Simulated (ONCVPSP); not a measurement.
**Before and after: ONCV potential for copper**

- Element: Cu (Z = 29)
- Generator: ONCVPSP 4.0.1
- Type: optimised norm-conserving Vanderbilt (ONCV)
- Functional: PBE
- Relativity: scalar-relativistic
- Frozen core: [Ne]
- Valence charge: 19
- Reference configuration: 3s2 3p6 3d10 4s1
- Partial waves: 3s+4s: rc 1.25 bohr, ncon 3, nbas 6, qcut 8.1 1/bohr, 2 projectors; 3p: rc 0.90 bohr, ncon 4, nbas 9, qcut 15.7 1/bohr, 2 projectors, debl 3.6 Ha; 3d: rc 1.30 bohr, ncon 3, nbas 8, qcut 12.8 1/bohr, 3 projectors, debl 0.7 Ha
- Local potential: polynomial inside 0.85 bohr (lpopt 5, dvloc0 0 Ha)
- Core correction: none

All-electron outer shells of the reference configuration (PBE, scalar-relativistic, ld1.x):

| shell | level (eV) | outermost node (bohr) | outermost maximum (bohr) |
| --- | --- | --- | --- |
| 2p | -916.98 | – | 0.16 |
| 3s | -114.70 | 0.29 | 0.61 |
| 3p | -72.14 | 0.26 | 0.62 |
| 3d | -5.04 | – | 0.60 |
| 4s | -4.61 | 0.89 | 2.27 |

Change: s: qcut 7.7; p: qcut 14.9; d: qcut 12.1.

Cutoffs: the cutoffs (Ha) at which the residual kinetic energy of the hardest occupied pseudo-wave falls to 1 and 0.1 mHa per electron; they do not see the model core or the augmentation charge, which bear on the density cutoff. Errors are all-electron minus pseudo energies relative to the spin-unpolarised reference configuration.

Task: What does the change do?

Result: The potential gets softer (66 Ha and 89 Ha → 57 Ha and 82 Ha); of the 3 tests that both files solve, the error grows in 1 and shrinks in 1 by more than 15 % and 0.3 meV (median size 4.3 → 4.6 meV); neither file shows a bound ghost.

```tsv
quantity	base	changed
cutoff, loose	66 Ha	57 Ha
cutoff, tight	89 Ha	82 Ha
loose cutoff by channel	s 16 Ha, p 66 Ha, d 61 Ha	s 16 Ha, p 45 Ha, d 57 Ha
bound ghosts	none	none
GHOST(+) flags under 300 eV	none	none
tests with a reliable result	3 of 4	3 of 4
error for 3s2 3p6 3d10 4s0, meV [ΔE 8.15 eV]	+4.3	+4.6
error for 3s2 3p6 3d9 4s0, meV [ΔE 29.48 eV]	+0.9	+0.6
error for 3s1 3p6 3d10 4s1, meV [ΔE 122.23 eV]	-283	-332
s: phases at 1.27 bohr within 0.05 rad from the reference energy up to (Ha; the scan ends near 5)	to the end of the scan	to the end of the scan
p: phases at 0.91 bohr within 0.05 rad from the reference energy up to (Ha; the scan ends near 5)	to the end of the scan	to the end of the scan
d: phases at 1.32 bohr within 0.05 rad from the reference energy up to (Ha; the scan ends near 5)	to the end of the scan	to the end of the scan
```
